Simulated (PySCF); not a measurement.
BOCl, SMILES B(=O)Cl.

Coordinates come from a r2SCAN-D4/def2-TZVP optimisation.

Method: PBE0/def2-TZVPD (PySCF).

```yaml
total_energy: -560.14026 hartree
point_group: C∞v
highest_occupied_level: -9.96 eV
lowest_empty_level: -0.61 eV
orbital_gap: 9.35 eV
dipole_moment: 2.82 D
quadrupole, principal values (traceless, Buckingham form, about the centre of nuclear charge): -5.62, 2.81, 2.81 D·Å
mean_static_polarisability: 29.1 bohr³ (4.31 Å³)
polarisability_principal_values: 23.4, 23.4, 40.3 bohr³
```
